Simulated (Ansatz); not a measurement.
Cost and result for the atomization energy of CH$_{4}$AlClOSi (`[AlH2][C@@H]1O[Si@H]1Cl`) (9 atoms, 9 bonds).

```xyz
9

Al    1.7503    0.5652   -0.2445
C     0.1490   -0.0782    0.6444
O    -0.3424   -1.4843    0.3073
Si   -1.4122   -0.3691   -0.2248
Cl   -3.2007   -0.2301    0.7227
H     2.4472    1.8711    0.3259
H     2.2465   -0.1600   -1.5617
H    -0.0098    0.1297    1.7057
H    -1.6279   -0.2443   -1.6750
```

Total charge 0; spin multiplicity 1. The structure was optimised at the PBE0-D4/def2-TZVP level. Program: Ansatz. All runs use 4 threads of an Arm Neoverse V1 on a shared host. Times are those of one run each, without the atoms' runs, and a repeat can differ threefold. Electronic energies, without spin–orbit coupling; frozen cores. CCSD(T)/CBS adds CCSD(T) − MP2 in def2-TZVPP to the MP2 limit, and its time is that of the two runs behind it. T1 = 0.013. B3LYP takes the VWN-RPA correlation (the form of Gaussian; ORCA's B3LYP/G). HSE06 is the plane-wave form, built on full-range PBE exchange.

CCSD(T)/CBS is a level of theory with its own doubt, some kJ/mol a heavy atom from the limit and from the frozen cores, so smaller differences don't rank the functionals.

```json
{"level": "revPBE-D4/def2-TZVPP", "functions": "244", "wall time": "2.4 s"}
{"level": "BLYP-D4/def2-TZVPP", "functions": "244", "wall time": "2.4 s"}
{"level": "CCSD(T)/def2-SVP", "functions": "102", "wall time": "3.4 s"}
{"level": "BHLYP-D4/def2-TZVPP", "functions": "244", "wall time": "3.7 s"}
{"level": "HSE06-D4/def2-TZVPP", "functions": "244", "wall time": "3.8 s"}
{"level": "B3LYP-D4/def2-TZVPP (with forces)", "functions": "244", "wall time": "5.5 s"}
{"level": "r2SCANh-D4/def2-TZVPP", "functions": "244", "wall time": "6.5 s"}
{"level": "B2PLYP/def2-TZVPP", "functions": "244", "wall time": "6.5 s"}
{"level": "ωB97X-V/def2-TZVPP", "functions": "244", "wall time": "9 s"}
{"level": "ωB97M-V/def2-TZVPP (with forces)", "functions": "244", "wall time": "14 s"}
{"level": "MP2/def2-QZVPP", "functions": "444", "wall time": "20 s"}
{"level": "CCSD(T)/def2-TZVPP", "functions": "244", "wall time": "110 s"}
{"level": "CCSD(T)/CBS(def2)", "functions": "–", "wall time": "2.2 min"}
```

Q: What atomization energy does each give, and how far from CCSD(T)/CBS? (Best estimate.)

A: Ansatz gave: 
| level | atomization (kJ/mol) | difference from CCSD(T)/CBS | per bond |
| --- | --- | --- | --- |
| revPBE-D4/def2-TZVPP | 2923.1 | -38.2 | -4.2 |
| BLYP-D4/def2-TZVPP | 2929.0 | -32.3 | -3.6 |
| CCSD(T)/def2-SVP | 2719.9 | -241.4 | -26.8 |
| BHLYP-D4/def2-TZVPP | 2841.3 | -120.0 | -13.3 |
| HSE06-D4/def2-TZVPP | 2941.1 | -20.2 | -2.3 |
| B3LYP-D4/def2-TZVPP (with forces) | 2930.6 | -30.7 | -3.4 |
| r2SCANh-D4/def2-TZVPP | 2951.7 | -9.6 | -1.1 |
| B2PLYP/def2-TZVPP | 2906.3 | -55.0 | -6.1 |
| ωB97X-V/def2-TZVPP | 2975.5 | 14.2 | 1.6 |
| ωB97M-V/def2-TZVPP (with forces) | 2969.3 | 8.0 | 0.9 |
| MP2/def2-QZVPP | 2998.7 | 37.4 | 4.1 |
| CCSD(T)/def2-TZVPP | 2865.0 | -96.3 | -10.7 |
| CCSD(T)/CBS(def2) | 2961.3 | 0.0 | 0.0 |

Leaving LDA and LC-ωPBE aside and taking each functional with its dispersion term where it has one, the values, not all of them listed here, spread over 162.8 kJ/mol, from BHLYP-D4 to B97M-V. LDA lies +412.7 kJ/mol from PBE without D4, its usual overbinding. From r2SCAN to r2SCAN0 (25 % exact exchange), in def2-TZVPP and without D4, the atomization energy moves by −64.0 kJ/mol: exact exchange takes away binding that semilocal exchange gives to molecules. At CCSD(T), def2-SVP lies −241.4 kJ/mol from the extrapolated value and def2-TZVPP −96.4 kJ/mol: correlation converges slowly with the basis, and small sets miss more of it in the bonded molecule than in its fragments.
